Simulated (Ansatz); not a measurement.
Frontier orbitals of C6H7F5O2Ti (`CC1=CC(C(F)(F)F)=[O+][Ti-]([CH3])([F])([F])[O]1`).

Total charge 0; spin multiplicity 1. Correlated methods include outer-core shells of Ti, which these sets cover unevenly. Scalar relativity is left out up to krypton. All single points use the PBE0-D4/def2-TZVP geometry. Basis def2-TZVPP, the Gaussian-basis code of Ansatz.

```tsv
functional	HOMO (eV)	LUMO (eV)
PBE0	-8.13	-2.86
```

(1) Give HOMO and LUMO (eV) with LDA (SPW92), PBE, revPBE, BLYP, r2SCAN, B97M-V, B3LYP, r2SCANh, r2SCAN0, HSE06 (plane-wave form), BHLYP, CAM-B3LYP, LC-ωPBE, ωB97X-V, ωB97M-V, HF. (Best estimate.)

Answers

(1) Ansatz gave: 
```json
{"functional": "LDA (SPW92)", "HOMO": "-6.84", "LUMO": "-3.97"}
{"functional": "PBE", "HOMO": "-6.68", "LUMO": "-3.68"}
{"functional": "revPBE", "HOMO": "-6.61", "LUMO": "-3.56"}
{"functional": "BLYP", "HOMO": "-6.56", "LUMO": "-3.56"}
{"functional": "r2SCAN", "HOMO": "-6.99", "LUMO": "-3.60"}
{"functional": "B97M-V", "HOMO": "-7.10", "LUMO": "-3.51"}
{"functional": "B3LYP", "HOMO": "-7.90", "LUMO": "-3.08"}
{"functional": "r2SCANh", "HOMO": "-7.53", "LUMO": "-3.29"}
{"functional": "r2SCAN0", "HOMO": "-8.34", "LUMO": "-2.81"}
{"functional": "HSE06 (plane-wave form)", "HOMO": "-7.72", "LUMO": "-3.24"}
{"functional": "BHLYP", "HOMO": "-9.26", "LUMO": "-1.88"}
{"functional": "CAM-B3LYP", "HOMO": "-9.51", "LUMO": "-1.80"}
{"functional": "LC-ωPBE", "HOMO": "-10.72", "LUMO": "-0.70"}
{"functional": "ωB97X-V", "HOMO": "-10.41", "LUMO": "-0.71"}
{"functional": "ωB97M-V", "HOMO": "-10.33", "LUMO": "-0.76"}
{"functional": "HF", "HOMO": "-10.79", "LUMO": "0.85"}
```

B3LYP here is the variant with VWN-RPA as its local correlation; programs differ in this. LC-ωPBE has ω = 0.4 bohr⁻¹.
